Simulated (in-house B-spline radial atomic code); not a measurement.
BP86 excitations of Ca

Method: BP86. Computed with a B-spline radial code for spherical atoms: linear response of the closed shell [Ar] 4s2 with the functional's adiabatic kernel; non-relativistic, point nucleus, no spin-orbit coupling, no double excitations, S, P, D and F terms only; shells from n = 2 respond.

Command:
```bash
python run_td.py task.json out
```
Settings (radii: box in bohr, nucleus in fm):
```
Z                        20
electrons                20
configuration            [Ar] 4s2
hamiltonian              nr
method                   b88,p86
box_radius               75
intervals                58
```

Run time, properties included: 0.3 s on 1 thread of Intel(R) Xeon(R) 6975P-C (Granite Rapids), with other jobs on the host.

The lowest states, in the order of their Tamm-Dancoff energies; the method's threshold (minus the highest occupied level) is 3.869 eV. Labels give the largest channel, * marks a mixed state, and oscillator strengths are full-response dipole values. Measured ¹D terms are left out, since they can mix with doubly excited terms. Semilocal kernels can invert the small singlet-triplet splittings of Rydberg terms. Energies in eV:

| state | full response | Tamm-Dancoff | oscillator strength | measured (J-weighted term) |
| --- | --- | --- | --- | --- |
| 4s → 3d 3D | ? | ? | - | ? |
| 4s → 3d 1D | ? | ? | - | - |
| 4s → 4p 3P | 1.597 | 1.740 | - | 1.892 |
| 4s → 4p 1P | 3.032 | 3.192 | 1.79 | 2.933 |
| 4s → 5s 3S | 3.677 | 3.681 | - | 3.910 |

Where does 4s → 3d 1D lie?

At 1.708 eV in full response, 1.711 eV in Tamm-Dancoff.

Where does 4s → 3d 3D lie?

At 0.998 eV in full response, 1.165 eV in Tamm-Dancoff; measured 2.524 eV.

How large is the singlet-triplet splitting of 4s → 3d (D terms) in Tamm-Dancoff?

0.546 eV, from the unrounded values.

What polarisabilities and dispersion coefficient does the method give?

Dipole 154 bohr³, quadrupole 3551 bohr⁵, C6 2100 hartree·bohr⁶ for two such species. Recommended dipole value: 160.8 ± 4 bohr³ (Schwerdtfeger and Nagle, table of static dipole polarizabilities (2023 update)), which includes relativity and correlation.
